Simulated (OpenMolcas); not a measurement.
**Ru VI: the spin-orbit constant, worked from levels**

```json
{
  "Program": "OpenMolcas 26.06",
  "Basis": "ANO-RCC-VQZP [8s7p5d3f2g1h]",
  "Scalar Hamiltonian": "DKH2, point nucleus",
  "Active space": "3 electrons in 10 orbitals (4d 5d)",
  "State averaging": "2S+1 = 4 even, 10 roots; 2S+1 = 2 even, 40 roots",
  "Spin-orbit coupling": "RASSI with atomic mean-field integrals over the reference wave functions, term energies averaged over their components"
}
```

Methods: CASSCF; MS-CASPT2, IPEA 0.25 Eh, imaginary shift 0.1 Eh (closed shells correlated: 4s 4p).

**The spin-orbit constant.** For the Hund term 4F of d3, E(J) = (A/2) J(J+1) + constant and ζ = 2S·A = 3A. From J = 3/2 to J = 9/2 the energy changes by 10.5 A.

```csv
Source,E(9/2) - E(3/2),A,ζ
CASSCF,4905.5,467.2,1402
MS-CASPT2,4905.4,467.2,1402
```

All in cm-1. Both methods take the spin-orbit matrix elements from the reference wave functions, so the second can move ζ only through the term energies and any multistate remixing. Second-order mixing with other terms is absorbed into this ζ.

CASPT2 breaks the degeneracy within a term, and the mean is taken; among the terms shown or strongly mixed into the levels shown the widest spread is 650 cm-1 (4d3 4F, MS-CASPT2). Active for correlation alone: 5d; no level in the range computed is led by a configuration that fills it, so any true level of that kind is missing. Without dynamic correlation excited terms often stand tens of per cent too high (terms of higher spin than the ground term too low), and those without a measured partner can miss by more than the paired ones (holds for CASSCF). Levels of configurations outside the active space are missing.
